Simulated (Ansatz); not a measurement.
Two shapes of doublet C₇H₇.

Shape 1:

```xyz
14

C     1.3617   -0.0096   -0.0230
C     0.6864    1.1990   -0.0439
C    -0.7222    1.2486    0.0331
C    -1.4084    0.0043    0.0497
C    -0.7507   -1.2043    0.0051
C     0.7502   -1.2220    0.0140
C     2.8173    0.0065    0.0490
H     1.2849    2.1938    0.0030
H    -1.2738    2.1885   -0.0322
H    -2.4481   -0.0091   -0.0149
H    -1.2592   -2.1939   -0.0355
H     1.2080   -2.1536   -0.0299
H     3.3870   -0.9680   -0.0335
H     3.3748    0.9835   -0.0081
```

Shape 2:

```xyz
14

C     1.4050    0.0000    0.0000
C     0.7025    1.2168    0.0000
C    -0.7025    1.2168    0.0000
C    -1.4050    0.0000    0.0000
C    -0.7025   -1.2168    0.0000
C     0.7025   -1.2168    0.0000
C     2.8100    0.0000    0.0000
H     1.2475    2.1607    0.0000
H    -1.2475    2.1607    0.0000
H    -2.4950    0.0000    0.0000
H    -1.2475   -2.1607    0.0000
H     1.2475   -2.1607    0.0000
H     3.3714   -0.9343    0.0000
H     3.3714    0.9343    0.0000
```

Basis set: 6-31G* (spherical functions). Left uncorrelated: 7 orbitals. Charge 0, multiplicity 2.

Computed with Ansatz (development build ahead of 0.2.0); each method stands on the lowest determinant of its kind that the runs found.

(1) Which shape is lower in energy, and by how much in each method?

## Answers

(1)

```
 method  E(2) − E(1) (eV)
    UHF            -0.793
UHF-MP2            -0.793
```

Shape 2 is lower. Caution: the unrestricted determinant is spin contaminated.
